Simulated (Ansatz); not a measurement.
Species: CH6Si2, SMILES `C[SiH]=[SiH2]` (charge 0, multiplicity 1).

Question: Give a relaxed geometry from Ansatz (an electronic-structure program) with B3LYP-D3(BJ)/def2-TZVP.

Answer: the end point of this relaxation (outside a Z-matrix the atoms follow the SMILES, hydrogens last).
Z-matrix (Å, degrees):
```
Si
H 1 1.4819
C 1 1.8771 2 112.73
H 3 1.0901 1 110.52 2 -173.66
H 3 1.0914 4 108.73 1 -122.33
H 3 1.0921 4 108.25 5 -116.94
Si 1 2.1610 2 117.82 3 -152.59
H 7 1.4793 1 117.99 2 -35.01
H 7 1.4805 8 112.52 1 142.88
```
